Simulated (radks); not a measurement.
Q: Charge is removed step by step from the 4p (averaged over the sub-levels emptied) level of Ru, starting from [Kr] 4d7 5s1. Calculated with a radial shooting solver on a logarithmic mesh with Libxc functionals: Dirac Kohn-Sham, BLYP, spin-unpolarised, spherical densities, finite nucleus; open shells are shared between the two j in proportion to 2j + 1; Fermi nuclear charge, rms radius 4.4809 fm. At the starting occupation the eigenvalue is -46.340 eV. Estimate the energy to remove one whole electron from this level, the eigenvalue at the end, and how far E(n) bends from a straight line.

A: Delta-SCF 52.326 eV; final eigenvalue -58.763 eV; the deviation from the straight line is -1.557 eV at 0.5 electron removed, the largest on the grid computed. Slater's transition state (half an electron removed) gives 52.214 eV. Integrating minus the eigenvalue over the occupation (Janak's theorem) gives 52.326 eV. The mean slope of the eigenvalue, de/dn, is 12.4 eV per electron.
